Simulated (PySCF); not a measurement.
Method: PBE-D3(BJ)/def2-TZVP // M06-2X/def2-TZVP (PySCF). All species are isolated molecules in the gas phase. One relaxed conformer stands for a flexible species; it need not be the lowest. 

Reference species (SMILES): `C(O)C#C` (neutral, multiplicity 1).

```json
{
  "HOMO–LUMO gap": "5.85 eV",
  "S1 oscillator strength": "0.006"
}
```

Changed species: `OC1=CC1` (H–O–C–C torsion 180°).

Problem. What does the change do to the HOMO–LUMO gap and S1 oscillator strength?

Solution. the HOMO–LUMO gap decreases by 0.56 eV, to 5.29 eV; the S1 oscillator strength is nearly the same.
